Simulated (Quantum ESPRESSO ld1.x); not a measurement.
Values are calculated unless marked as measured or tabulated.
Xe I, configuration [Kr] 4d8 5s2 5p6 6p2 (not the ground configuration). Level of theory: Dirac Kohn-Sham, LDA (Slater exchange, VWN5 correlation), spin-unpolarised, spherical densities, point nucleus; open shells are shared between the two j in proportion to 2j + 1 (ld1.x of Quantum ESPRESSO 7.5). Some entries of the table are withheld. Estimate them.

orbital,occ.,eigenvalue (eV),<r> (bohr)
1s1/2,2,-34342.0,0.02668
2s1/2,2,-5372.45,0.1143
2p1/2,2,(1),0.09624
2p3/2,4,(2),0.1020
3s1/2,2,(3),0.3064
3p1/2,2,-990.315,0.2963
3p3/2,4,-928.684,0.3080
3d3/2,4,-693.303,0.2786
3d5/2,6,-680.250,0.2823
4s1/2,2,-224.792,(4)
4p1/2,2,-177.066,0.7355
4p3/2,4,-164.251,0.7622
4d3/2,3.2,-86.3342,(5)
4d5/2,4.8,-84.1789,(6)
5s1/2,2,-34.2372,1.696
5p1/2,2,-21.5521,1.919
5p3/2,4,-19.6781,1.998
6s1/2,0,-4.3439,4.639
5d3/2,0,(7),(8)
5d5/2,0,(9),(10)
6p1/2,0.666667,-2.2628,5.895
6p3/2,1.33333,-2.1033,6.115
7p1/2,0,-0.0543,17.01

Answer. 
(1) 2p1/2 eigenvalue (eV): -5051.81
(2) 2p3/2 eigenvalue (eV): -4727.65
(3) 3s1/2 eigenvalue (eV): -1123.72
(4) 4s1/2 <r> (bohr): 0.7097
(5) 4d3/2 <r> (bohr): 0.8405
(6) 4d5/2 <r> (bohr): 0.8501
(7) 5d3/2 eigenvalue (eV): -3.9723
(8) 5d3/2 <r> (bohr): 3.197
(9) 5d5/2 eigenvalue (eV): -3.8318
(10) 5d5/2 <r> (bohr): 3.254
